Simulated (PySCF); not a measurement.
**How methods differ on the ionisation energy of Cl³⁺**

Cl³⁺ [Ne] 3s2 3p2 [3p1/2^2, M_J = 0] → Cl⁴⁺ [Ne] 3s2 3p1 [3p1/2^1, M_J = 1/2], as a difference of total energies. All numbers are calculated (PySCF 2.14, the two-component X2C-1e Hamiltonian, in an even-tempered Gaussian basis (21 s from 0.092 bohr⁻², ratio 2.4; 14 p from 0.12 bohr⁻², ratio 2.4; 5 d from 1 bohr⁻², ratio 2.6; 5 f from 1.5 bohr⁻², ratio 2.6)). Correlated levels: 1s2 frozen; the 52 highest virtual spinors dropped. "Screened" scales the spin-orbit matrix elements by Boettger's factors to mimic the two-electron term; Breit and QED terms are absent.

```csv
method,ionisation energy (eV)
GHF (spin-free),52.284
GMP2 (spin-free),52.913
GHF (screened spin-orbit),52.228
GMP2 (screened spin-orbit),52.854
```

How much does correlation contribute at GMP2 (screened spin-orbit)?

52.854 − (52.228) = 0.626 eV, measured against GHF (screened spin-orbit).

The labels give the starting determinants; with spin-orbit coupling the two ends relaxed to ⟨J²⟩ = 1.88, ⟨L²⟩ = 2.00, ⟨S²⟩ = 2.00 and ⟨J²⟩ = 0.89, ⟨L²⟩ = 2.03, ⟨S²⟩ = 0.76.

The determinant of Cl³⁺ mixes levels of different J (the jj label is only the starting occupation), so the difference between spin-free and spin-orbit rows is not the physical spin-orbit shift.

For comparison: 53.24 ± 0.12 eV (semi-empirical (NIST evaluation); NIST Atomic Spectra Database, ionization energies).
